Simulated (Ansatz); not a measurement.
```yaml
crystal:
  periodic: [false, false, false]
  atoms:
    - {symbol: F, position_ang: [-0.007620, -1.631276, 1.997955]}
    - {symbol: C, position_ang: [-0.072391, -0.522686, 1.281276]}
    - {symbol: C, position_ang: [0.085495, -0.538474, -0.031507]}
    - {symbol: F, position_ang: [0.316511, -1.651179, -0.713339]}
    - {symbol: C, position_ang: [0.021655, 0.686764, -0.889953]}
    - {symbol: F, position_ang: [-0.211013, 1.774506, -0.153124]}
    - {symbol: F, position_ang: [1.166389, 0.869591, -1.551495]}
    - {symbol: F, position_ang: [-0.949545, 0.585405, -1.799936]}
    - {symbol: H, position_ang: [-0.260882, 0.381047, 1.842924]}
basis:
  gaussian: {orbitals: def2-SVPD, fitting: {mean_field: cc-pVTZ-jkfit}}
hamiltonian: {xc: {name: CAM-B3LYP}, dispersion: d3bjatm}
smearing: {width: 0.1}
output: {forces: true}
```

```sh
$ ansatz run in.yaml --threads 8 --pin off --events-out ev --progress --plain --max-ram 18278MiB
```

Output, abridged:

```
Error: YAML parse error: error: line 16 column 1: unknown field `smearing`, expected one of crystal, accuracy, basis, kpoints, hamiltonian, magnetization, projection, total_charge, correlation, batch, efield, external_charges, scf, relax, neb, saddle, md, ramp, phonons, dielectric, real_time, elastic, magnetic_configurations, gw, evaluate, workflow, output, checkpoint, execution
14 |   gaussian: {orbitals: def2-SVPD, fitting: {mean_field: cc-pVTZ-j…
15 | hamiltonian: {xc: {name: CAM-B3LYP}, dispersion: d3bjatm}
16 | smearing: {width: 0.1}
17 | output: {forces: true}
```

In this input the input holds a key that doesn't belong there. The input was rejected before any iteration.
